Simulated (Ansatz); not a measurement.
`[NH2][Al]([AlH2])[GaH2]` + NH₃ → `[NH2][AlH2]` + `[NH2][AlH][GaH2]` at 298.15 K and 1 bar (cleavage of the Al–Al bond).

Gas-phase electronic energies from Ansatz, PBE0-D4/def2-TZVP geometries. CCSD(T)/CBS is the MP2 limit (def2-TZVPP, def2-QZVPP) plus CCSD(T) − MP2 in def2-TZVPP, frozen cores. This one scheme is used for every species. For Ga outer-core shells are correlated without core-valence functions, which leaves a few kJ/mol of doubt a bond. Scalar relativity is left out up to krypton. One conformer a species, not always the lowest.

```tsv
species	CCSD(T)/CBS energy (Eh)	H − E (kJ/mol)	S (J/(mol·K))
`[NH2][Al]([AlH2])[GaH2]`	-2466.27917	165.6	415.3
NH₃	-56.50880	100.5	192.4
`[NH2][AlH2]`	-299.14566	115.0	251.7
`[NH2][AlH][GaH2]`	-2223.67811	140.1	340.1
```

H − E and S are ideal-gas, rigid-rotor, harmonic terms from PBE0-D4/def2-TZVP, for one conformer and one mirror image of each species. 1 Eh = 2625.50 kJ/mol, R = 8.31446 J/(mol·K).

**Question.** By hand: ΔE, ΔH, ΔS and ΔG.

**Answer.** ΔE = (-299.14566) + (-2223.67811) − (-2466.27917) − (-56.50880) = -0.03580 Eh = -94.0 kJ/mol. Δ(H − E) = 115.0 + 140.1 − 165.6 − 100.5 = -11.0, so ΔH = -105.0 kJ/mol. ΔS = 251.7 + 340.1 − 415.3 − 192.4 = -15.9 J/(mol·K). ΔG = -105.0 − 298.15 × (-15.9)/1000 = -100.3 kJ/mol.

**Question.** By hand: the equilibrium constant, and the temperature at which ΔG would vanish if ΔH and ΔS stayed fixed.

**Answer.** log₁₀ K = −ΔG/(RT ln 10) = 17.6. ΔG = 0 at ΔH/ΔS = 6604 K, far beyond where these terms or the molecules hold.

ΔH outweighs TΔS. A doubt of 5 kJ/mol in ΔE shifts log₁₀ K by 0.9 here. Other conformers and mirror images would add mixing entropy, several J/(mol·K) or more a flexible species. Modes under 60 cm⁻¹, often nearly free rotors, make the harmonic entropy too high. These are equilibria of isolated gas molecules and say nothing of rates. Largest T1 diagnostic: 0.014 (customary marks: 0.02 for closed shells, 0.045 for open ones).
